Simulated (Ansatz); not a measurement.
Total energies of Cd6Se4Br4, a halide-capped nanocrystal cut from zinc blende CdSe (4 Br on the cations) from Ansatz at B3LYP-D4/def2-TZVP, gas phase (1 Eh = 27.2114 eV = 2625.5 kJ/mol). The reference geometry is relaxed at PBE-D4/def2-SVP.

```xyz
14

Cd    0.160    1.369   -2.284
Cd   -2.518    1.342    0.373
Cd   -1.127   -1.797   -1.138
Cd    3.063   -0.438   -1.022
Cd    0.322   -0.744    2.318
Cd    1.125    2.225    0.566
Se   -2.150    0.487   -2.152
Se    2.425    2.270   -1.606
Se   -0.647    1.795    2.240
Se    1.209   -1.844    0.085
Br   -4.875    1.673    1.079
Br   -2.618   -3.771   -1.161
Br    5.381   -0.714   -1.829
Br    0.250   -1.852    4.532
```

```csv
state,geometry,energy (Eh)
charge 0 singlet,reference,-20910.67632
charge 1 doublet,reference,-20910.35570
charge -1 doublet,reference,-20910.77969
free Cd atom (singlet),–,-167.84682
free Se atom (triplet),–,-2401.52565
free Br atom (doublet),–,-2574.14096
```

In the def2 sets Cd takes a core potential; there is no spin–orbit coupling. B3LYP takes the VWN-RPA correlation. Single mean-field runs in def2-TZVP are fitted with def2-universal-jkfit.

Problem. Work out the vertical ionisation energy to the doublet.

Solution. E(charge 1 doublet) − E(charge 0 singlet) = -20910.35570 − (-20910.67632) = 0.32062 Eh = 8.72 eV. For comparison, −ε of the highest occupied level is 7.42 eV at this level, 1.30 eV less.

Problem. Work out the vertical electron affinity, to the doublet.

Solution. E(charge 0 singlet) − E(charge -1 doublet) = -20910.67632 − (-20910.77969) = 0.10337 Eh = 2.81 eV. The basis lacks diffuse functions, which makes affinities too small.

Problem. Give the fundamental gap IE − EA, the Mulliken electronegativity (IE + EA)/2 and the hardness (IE − EA)/2.

Solution. From the values in Eh: IE − EA = 0.32062 − 0.10337 = 0.21725 Eh = 5.91 eV; (IE + EA)/2 = 5.77 eV; (IE − EA)/2 = 2.96 eV. The HOMO–LUMO gap of the same run is 3.41 eV, 2.50 eV smaller than the fundamental gap.

Problem. What is the binding energy per atom against free atoms?

Solution. Atoms: 6 × (-167.84682) + 4 × (-2401.52565) + 4 × (-2574.14096) = -20909.74736 Eh. Binding: -20909.74736 − (-20910.67632) = 0.92896 Eh = 25.28 eV, or 1.81 eV for each of 14 atoms (no zero-point energy, no counterpoise term).
